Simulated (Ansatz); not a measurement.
A search over several starts for the lowest SCF solution of Cu4 at the given spin, in a small basis.

```yaml
crystal:
  periodic: [false, false, false]
  atoms:
    - {symbol: Cu, position_ang: [1.111359, 0.213672, 0.110043]}
    - {symbol: Cu, position_ang: [-1.111322, -0.213674, -0.110100]}
    - {symbol: Cu, position_ang: [0.373404, -2.024387, 0.159504]}
    - {symbol: Cu, position_ang: [-0.373441, 2.024379, -0.159447]}
basis:
  gaussian: {orbitals: def2-SVP}
magnetization: {spin_polarized: true, initial_magnetization: 0}
hamiltonian: {xc: pbe0, dispersion: d4}
output: {orbitals: {seedname: orbitals}}
```

```sh
$ ansatz run in.yaml --threads 4 --pin off --events-out ev --progress --plain --max-ram 4787MiB
```

Output, abridged:

```
Functional definition: PBE0
1384 factors; integrals over basis functions are off by at most 1.2e-3 eV
mean field evaluation 1: about -178500.7851 eV, gradient 6.0e1 eV
mean field evaluation 2: about -178281.5709 eV, gradient 2.8e2 eV
mean field evaluation 4: about -178509.7611 eV, gradient 2.5e1 eV
mean field evaluation 8: about -178511.5937 eV, gradient 2.8e-1 eV
mean field evaluation 16: about -178511.5947 eV, gradient 6.6e-4 eV
mean field evaluation 32: about -178511.4135 eV, gradient 1.5e0 eV
mean field -178511.59465234 eV, -6560.1801039688 hartree, gradient 1.2e-5 eV, S^2 0.000000; 2 other end points of the search recorded, 0 dependent functions left out
reference -178511.59468578 eV, -6560.1801051977 hartree; 58, 58 occupied and 66, 66 virtual orbitals, 1384 factors
Total energy: -178511.73831390 eV, -6560.1853834337 hartree
```

Hardware: 4 threads of Arm Neoverse V2 on a shared host. Wall time 12 s, peak host memory 0.75 GiB.

The structure comes from a short search, and lower isomers may exist.
